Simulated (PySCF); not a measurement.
A structure optimised at PBE-D3(BJ)/def2-SVP, used in a PySCF frequency run:

```xyz
8

C     -0.0552     3.1788     0.0000
C     -0.3580     1.9902     0.0000
C     -0.7462     0.6289     0.0000
C      0.1399    -0.3990     0.0000
F      1.4539    -0.2171     0.0000
Cl    -0.3159    -2.0608     0.0000
H      0.2193     4.2242     0.0000
H     -1.8165     0.3700     0.0000
```

Q: Write its SMILES, formula and point group.

A: C#C/C=C(\F)Cl, C4H2ClF, Cs

Q: What are its rotational constants (standard atomic weights)?

A: 9.1047, 1.4665, 1.2631 GHz
